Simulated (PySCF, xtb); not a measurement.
Mg(Me)(OH) (CH4MgO), SMILES [Mg]([CH3])[OH]. The values are those of a single conformer.

Harmonic wavenumbers (cm⁻¹) from GFN2-xTB (xtb 6.7.1) at its own minimum, in rising order: 6, 82, 369, 389, 446, 578, 583, 739, 1168, 1455, 1463, 3039, 3042, 3046, 3756.

Problem. What does PBE0-D3(BJ)/def2-TZVP (PySCF) give at its own minimum? (An estimate is asked for; the answer gives what the named calculation found.)

Solution. 83, 83, 143, 143, 488, 579, 579, 818, 1149, 1443, 1443, 3034, 3116, 3116, 4086. Paired by order, the mean absolute difference is 81 cm⁻¹ and the zero-point energies are 28.8 and 29.0 kcal/mol.
